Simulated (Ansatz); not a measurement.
Born–Oppenheimer molecular dynamics of a periodic cell of 17 atoms, AlSi16 (host Si, host structure diamond, interstitial Al). It starts from a relaxed structure.

The calculation used DFT PBE-D3(BJ), scalar-relativistic, plane waves, PAW (Ansatz). Settings: accuracy low, PAW set soft_1, cutoff 420 eV, k mesh 2x2x2, fermi-dirac smearing 0.02 eV, spin collinear.

```
ensemble        : NVT, Nosé–Hoover chain
time step       : 2 fs
steps asked     : 170
set temperature : 1200 K
thermostat      : time constant 100 fs, chain length 3
seed            : 706276
```

First frame:

```xyz
17
Lattice="0.0000 5.4300 5.4300 5.4300 0.0000 5.4300 5.4300 5.4300 0.0000" Properties=species:S:1:pos:R:3
Si -0.003 0.002 0.015
Si 1.371 1.375 1.338
Si 2.713 2.717 -0.003
Si 4.054 4.059 1.338
Si 2.694 0.002 2.712
Si 4.022 1.408 4.117
Si 5.428 2.735 2.712
Si 6.801 4.058 4.085
Si -0.003 2.699 2.711
Si 1.402 4.027 4.116
Si 2.731 5.432 2.711
Si 4.054 6.805 4.085
Si 2.712 2.718 5.425
Si 4.021 4.026 6.735
Si 5.428 5.432 5.408
Si 6.834 6.838 6.735
Al 5.426 5.433 8.139
```

**Question.** What does the run give?

**Answer.** The run went to its last step.

```json
{
 "steps done": "170",
 "time covered": "340 fs",
 "mean temperature over the second half": "1014 K",
 "spread of the potential energy over the second half": "28.4 meV per atom",
 "mean potential energy of the second half above the start": "128.4 meV per atom"
}
```

The conserved energy stayed within 0.94 meV per atom of its start (net change 0.84 meV per atom), so the integration is sound. The mean temperature of the second half is 15 % below the set value. A run of 0.34 ps of so small a system gives no equilibrium averages. Limits of this set-up: coarse k mesh, a small cell, in which the defect meets its images, low accuracy level.

**Question.** What happens to the structure?

**Answer.** Mean squared displacements from the first frame to the last, about the centre of mass: Si 0.26 Å², Al 0.68 Å². The details hang on the random start.

**Question.** How do temperature and energy run in time?

**Answer.** 
| time (fs) | T (K) | potential energy less start (eV) | conserved less start (meV/atom) |
| --- | --- | --- | --- |
| 0 | 1200 | 0.000 | 0.00 |
| 16 | 449 | 1.570 | 0.66 |
| 32 | 668 | 1.145 | 0.30 |
| 48 | 608 | 1.350 | 0.47 |
| 64 | 537 | 1.599 | 0.40 |
| 80 | 398 | 1.986 | 0.52 |
| 96 | 836 | 1.220 | 0.25 |
| 112 | 464 | 2.154 | 0.72 |
| 128 | 730 | 1.697 | 0.42 |
| 144 | 764 | 1.751 | 0.63 |
| 160 | 827 | 1.735 | 0.50 |
| 176 | 636 | 2.227 | 0.67 |
| 192 | 997 | 1.603 | 0.45 |
| 208 | 684 | 2.395 | 0.76 |
| 224 | 991 | 1.887 | 0.57 |
| 240 | 1203 | 1.651 | 0.54 |
| 256 | 1171 | 1.889 | 0.70 |
| 272 | 1351 | 1.701 | 0.59 |
| 288 | 1027 | 2.507 | 0.85 |
| 304 | 1159 | 2.365 | 0.57 |
| 320 | 905 | 3.008 | 0.80 |
| 336 | 977 | 2.995 | 0.73 |

The run took 15 min on 1 thread of Arm Neoverse V2 (shared host), peak memory 0.62 GiB.
